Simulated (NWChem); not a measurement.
# Si2H4ClF; SMILES F[Si@@H]([SiH3])Cl

```xyz
8

F      1.8408     0.3037     0.3987
Si     0.4516     0.1362    -0.4257
Si    -0.5195    -1.9216     0.1154
Cl    -0.8309     1.6354     0.1785
H      0.7622     0.3499    -1.8641
H      0.3893    -3.0428    -0.2703
H     -0.7763    -1.9594     1.5851
H     -1.8095    -2.0480    -0.6268
```
Atoms are numbered in this order, from 1.

Results from NWChem. Pople sets run with spherical d functions. Geometry: optimised at PBE0/def2-SVP. GIAO values for the isolated, static molecule; σ is the absolute isotropic shielding, δ = σ(reference) − σ with the isolated reference molecule computed at the same levels (19F: trichlorofluoromethane, 1H: tetramethylsilane, 29Si: tetramethylsilane).

```
level                δ F1 (ppm)  δ Si2 (ppm)  δ Si3 (ppm)  σ Cl4 (ppm)  δ H5 (ppm)  δ H6 (rotor mean) (ppm)
-------------------  ----------  -----------  -----------  -----------  ----------  -----------------------
Hartree-Fock/6-31G*      -113.5         32.1        -67.9        968.3        5.73                     3.66
PBE/pcSseg-1             -174.1         34.3       -109.8        834.8        6.35                     3.57
PBE0/pcSseg-1               ___         32.1          ___          ___         ___                     3.55
```

Question: Complete the blanks.

Answer: 
- PBE0/pcSseg-1, δ F1 (ppm): -162.2
- PBE0/pcSseg-1, δ Si3 (ppm): -103.8
- PBE0/pcSseg-1, σ Cl4 (ppm): 870.8
- PBE0/pcSseg-1, δ H5 (ppm): 6.03
